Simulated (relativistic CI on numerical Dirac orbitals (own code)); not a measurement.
Radial parameters of Zr3+

Calculated at this level of theory: Dirac-Coulomb-Breit CI, orbitals from a KLI potential per configuration, a model potential for QED, valence Slater integrals scaled by 0.85, P86 correlation energy added to each configuration (own radial code, finite nucleus).

Slater integrals F^k, G^k are unscaled and averaged over j, outside the closed core [Ar] 3d10 4s2; ζ comes from projecting the Hamiltonian with its Breit term on Σ l·s of the shell.

- 4p⁶4d: ζ(4d) = 443.31 cm⁻¹; <r>(4d) = 1.836, <r^2>(4d) = 3.93 (bohr units).
- 4p⁶5p: ζ(5p) = 1502.3 cm⁻¹; <r>(5p) = 3.363, <r^2>(5p) = 12.63 (bohr units).
- 4p⁶4f: ζ(4f) = -13.342 cm⁻¹; <r>(4f) = 4.087, <r^2>(4f) = 19.06 (bohr units).

In this model ζ of a weakly bound d, f or g electron outside closed shells comes out too small, for d by up to a factor of two or three and at times with the wrong sign; that of an outer p electron is too small as well.

Correlation outside the listed configurations is missing or only estimated: errors of thousands of cm⁻¹ between configurations and terms are usual at this charge. Rates and lifetimes follow the computed energies and can be off by large factors. The fine structure of a lone outer electron comes out too small, for d and f at times inverted, and misplaced configurations move strength between like terms. 20 of the 31 excited levels that our extract of the measured tables holds in this range could be paired (the sources list more); they are missed by 2511 cm⁻¹ on average and 5648 at most, and levels without a partner can miss by more.

Averages of the first 10 configurations, taken without configuration mixing, which lowers the lowest level and can move excited configurations by several eV; other configurations of the list can lie among them:

```json
{"Configuration": "4p⁶4d", "Parity": "even", "States": "10", "Average energy above the lowest level (eV)": "0.3"}
{"Configuration": "4p⁶5s", "Parity": "even", "States": "2", "Average energy above the lowest level (eV)": "5.3"}
{"Configuration": "4p⁶5p", "Parity": "odd", "States": "6", "Average energy above the lowest level (eV)": "10.8"}
{"Configuration": "4p⁶4f", "Parity": "odd", "States": "14", "Average energy above the lowest level (eV)": "20.7"}
{"Configuration": "4p⁶6s", "Parity": "even", "States": "2", "Average energy above the lowest level (eV)": "19.1"}
{"Configuration": "4p⁶5d", "Parity": "even", "States": "10", "Average energy above the lowest level (eV)": "18.4"}
{"Configuration": "4p⁵4d²", "Parity": "odd", "States": "270", "Average energy above the lowest level (eV)": "32.4"}
{"Configuration": "4p⁶6p", "Parity": "odd", "States": "6", "Average energy above the lowest level (eV)": "21.3"}
{"Configuration": "4p⁶6d", "Parity": "even", "States": "10", "Average energy above the lowest level (eV)": "24.7"}
{"Configuration": "4p⁶7s", "Parity": "even", "States": "2", "Average energy above the lowest level (eV)": "24.9"}
```
